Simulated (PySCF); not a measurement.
neopentasilane (H12Si5), singlet, geometry from GFN2-xTB; PBE/6-31G (PySCF).

Here is a job for PySCF.
```python
from pyscf import gto, scf, dft

mol = gto.Mole()
mol.atom = '''
    Si   -0.39987379   -0.88118962   -2.13497317
    Si    0.00008728    0.00003811   -0.00007686
    Si   -0.01936908    2.34160751   -0.10489889
    Si   -1.67154749   -0.72989766    1.47203667
    Si    2.09073072   -0.73054627    0.76788792
    H    -1.68998104   -0.45654750   -2.68313463
    H    -0.41130091   -2.34577006   -2.14253522
    H     0.61550825   -0.47256910   -3.10822246
    H     0.23433488    2.96233684    1.19721786
    H    -1.30379917    2.87015447   -0.56972258
    H     0.99732510    2.86932833   -1.01760325
    H    -3.00679306   -0.28341603    1.06836245
    H    -1.73661000   -2.19012134    1.56527369
    H    -1.46866158   -0.23902180    2.83697536
    H     2.17817573   -2.19028969    0.84962613
    H     3.18787523   -0.30048259   -0.10188489
    H     2.40353971   -0.22377048    2.10598823
'''
mol.basis = '6-31g'
mol.verbose = 4
mol.build()

mf = dft.RKS(mol)
mf.xc = 'pbe'
mf.level_shift = 0.5
mf.max_cycle = 100
mf.kernel()
```

What the program printed (banner, timings and long lists left out):

```
PySCF version 2.14.0

[INPUT] verbose = 4
[INPUT] num. atoms = 17
[INPUT] num. electrons = 82
[INPUT] charge = 0
[INPUT] spin (= nelec alpha-beta = 2S) = 0
[INPUT] symmetry False subgroup None
[INPUT] Mole.unit = angstrom
[INPUT] Symbol           X                Y                Z      unit          X                Y                Z       unit  Magmom
[INPUT]  1 Si    -0.399873790000  -0.881189620000  -2.134973170000 AA   -0.755651947492  -1.665207045610  -4.034514574594 Bohr   0.0
[INPUT]  2 Si     0.000087280000   0.000038110000  -0.000076860000 AA    0.000164935296   0.000072017463  -0.000145244350 Bohr   0.0
[INPUT]  3 Si    -0.019369080000   2.341607510000  -0.104898890000 AA   -0.036602256485   4.424996885125  -0.198230172871 Bohr   0.0
[INPUT]  4 Si    -1.671547490000  -0.729897660000   1.472036670000 AA   -3.158766960304  -1.379306676361   2.781746151617 Bohr   0.0
[INPUT]  5 Si     2.090730720000  -0.730546270000   0.767887920000 AA    3.950908461015  -1.380532371623   1.451097863162 Bohr   0.0
[INPUT]  6 H     -1.689981040000  -0.456547500000  -2.683134630000 AA   -3.193601321308  -0.862749737855  -5.070389606036 Bohr   0.0
[INPUT]  7 H     -0.411300910000  -2.345770060000  -2.142535220000 AA   -0.777246074684  -4.432862964605  -4.048804778035 Bohr   0.0
[INPUT]  8 H      0.615508250000  -0.472569100000  -3.108222460000 AA    1.163142019910  -0.893026173932  -5.873689183622 Bohr   0.0
[INPUT]  9 H      0.234334880000   2.962336840000   1.197217860000 AA    0.442828744633   5.598005316310   2.262413866838 Bohr   0.0
[INPUT] 10 H     -1.303799170000   2.870154470000  -0.569722580000 AA   -2.463823352735   5.423805883496  -1.076619643181 Bohr   0.0
[INPUT] 11 H      0.997325100000   2.869328330000  -1.017603250000 AA    1.884671296154   5.422244705156  -1.922991445967 Bohr   0.0
[INPUT] 12 H     -3.006793060000  -0.283416030000   1.068362450000 AA   -5.682015396643  -0.535578676012   2.018912432269 Bohr   0.0
[INPUT] 13 H     -1.736610000000  -2.190121340000   1.565273690000 AA   -3.281717285181  -4.138729512165   2.957938584087 Bohr   0.0
[INPUT] 14 H     -1.468661580000  -0.239021800000   2.836975360000 AA   -2.775368155871  -0.451685739801   5.361106452539 Bohr   0.0
[INPUT] 15 H      2.178175730000  -2.190289690000   0.849626130000 AA    4.116155580875  -4.139047647559   1.605560693974 Bohr   0.0
[INPUT] 16 H      3.187875230000  -0.300482590000  -0.101884890000 AA    6.024211103985  -0.567829800300  -0.192534538331 Bohr   0.0
[INPUT] 17 H      2.403539710000  -0.223770480000   2.105988230000 AA    4.542031781417  -0.422864921962   3.979740976258 Bohr   0.0

nuclear repulsion = 496.608174251832
number of shells = 59
number of NR pGTOs = 278
number of NR cGTOs = 89
basis = 6-31g
ecp = {}

******** <class 'pyscf.dft.rks.RKS'> ********
method = RKS
initial guess = minao
damping factor = 0
level_shift factor = 0.5
DIIS = <class 'pyscf.scf.diis.CDIIS'>
diis_start_cycle = 1
diis_space = 8
diis_damp = 0
SCF conv_tol = 1e-09
SCF conv_tol_grad = None
SCF max_cycles = 100
direct_scf = True
direct_scf_tol = 1e-13
XC library pyscf.dft.libxc version 7.1.2
    S. Lehtola, C. Steigemann, M. J. T. Oliveira, and M. A. L. Marques,  SoftwareX 7, 1–5 (2018)
XC functionals = pbe
    J. P. Perdew, K. Burke, and M. Ernzerhof,  Phys. Rev. Lett. 77, 3865 (1996)
    J. P. Perdew, K. Burke, and M. Ernzerhof,  Phys. Rev. Lett. 78, 1396 (1997)
    J. P. Perdew, K. Burke, and M. Ernzerhof,  Phys. Rev. Lett. 77, 3865 (1996)
    J. P. Perdew, K. Burke, and M. Ernzerhof,  Phys. Rev. Lett. 78, 1396 (1997)
radial grids:
    Treutler-Ahlrichs [JCP 102, 346 (1995); DOI:10.1063/1.469408] (M4) radial grids

becke partition: Becke, JCP 88, 2547 (1988); DOI:10.1063/1.454033
pruning grids: <function nwchem_prune>
grids dens level: 3
symmetrized grids: False
atomic radii adjust function: <function treutler_atomic_radii_adjust>
small_rho_cutoff = 0
Set gradient conv threshold to 3.16228e-05
Initial guess from minao.
tot grids = 213600
init E= -1453.49770752146
  HOMO = -0.018317507500951  LUMO = 0.367086101467524  gap/eV = 10.48737
cycle= 1 E= -1453.63134536665  delta_E= -0.134  |g|= 0.302  |ddm|= 3.28
  HOMO = -0.30615870652283  LUMO = 0.433980386365965  gap/eV = 20.14021
cycle= 2 E= -1453.67170512147  delta_E= -0.0404  |g|= 0.0685  |ddm|= 0.552
  HOMO = -0.260257327049831  LUMO = 0.475950566180909  gap/eV = 20.03324
cycle= 3 E= -1453.67382293933  delta_E= -0.00212  |g|= 0.0226  |ddm|= 0.178
  HOMO = -0.262383632609091  LUMO = 0.474496165165376  gap/eV = 20.05152
cycle= 4 E= -1453.67414618004  delta_E= -0.000323  |g|= 0.0109  |ddm|= 0.0684
  HOMO = -0.262426895653991  LUMO = 0.474520727246544  gap/eV = 20.05337
cycle= 5 E= -1453.67422484823  delta_E= -7.87e-05  |g|= 0.00528  |ddm|= 0.0403
  HOMO = -0.262656958157605  LUMO = 0.474356896932127  gap/eV = 20.05517
cycle= 6 E= -1453.67424508536  delta_E= -2.02e-05  |g|= 0.00262  |ddm|= 0.0184
  HOMO = -0.262516347057962  LUMO = 0.474468158256447  gap/eV = 20.05437
cycle= 7 E= -1453.67425048366  delta_E= -5.4e-06  |g|= 0.00139  |ddm|= 0.0101
  HOMO = -0.262496460919129  LUMO = 0.474484323382421  gap/eV = 20.05427
cycle= 8 E= -1453.67425206359  delta_E= -1.58e-06  |g|= 0.000781  |ddm|= 0.00566
  HOMO = -0.262505198604526  LUMO = 0.474478155172346  gap/eV = 20.05434
cycle= 9 E= -1453.67425256889  delta_E= -5.05e-07  |g|= 0.000444  |ddm|= 0.00314
  HOMO = -0.262501083773471  LUMO = 0.474481566843959  gap/eV = 20.05432
cycle= 10 E= -1453.67425273373  delta_E= -1.65e-07  |g|= 0.00026  |ddm|= 0.00182
  HOMO = -0.262502497605154  LUMO = 0.474480943180175  gap/eV = 20.05434
cycle= 11 E= -1453.67425279017  delta_E= -5.64e-08  |g|= 0.000157  |ddm|= 0.00107
  HOMO = -0.262502225760924  LUMO = 0.474480890105578  gap/eV = 20.05433
cycle= 12 E= -1453.67425281045  delta_E= -2.03e-08  |g|= 9.6e-05  |ddm|= 0.000634
  HOMO = -0.262502154706878  LUMO = 0.47448127427447  gap/eV = 20.05434
cycle= 13 E= -1453.67425281787  delta_E= -7.42e-09  |g|= 5.97e-05  |ddm|= 0.000382
  HOMO = -0.262502029029002  LUMO = 0.474481171615891  gap/eV = 20.05433
cycle= 14 E= -1453.67425282068  delta_E= -2.81e-09  |g|= 3.77e-05  |ddm|= 0.000233
  HOMO = -0.262502105262166  LUMO = 0.474481131829554  gap/eV = 20.05434
cycle= 15 E= -1453.67425282179  delta_E= -1.11e-09  |g|= 2.41e-05  |ddm|= 0.000143
  HOMO = -0.262502066707886  LUMO = 0.474481189608554  gap/eV = 20.05434
cycle= 16 E= -1453.67425282222  delta_E= -4.33e-10  |g|= 1.55e-05  |ddm|= 8.92e-05
  HOMO = -0.26250280578644  LUMO = -0.0255195090038371  gap/eV = 6.44864
Extra cycle  E= -1453.67425282242  delta_E= -1.94e-10  |g|= 1.55e-05  |ddm|= 0.000163
converged SCF energy = -1453.67425282242
```
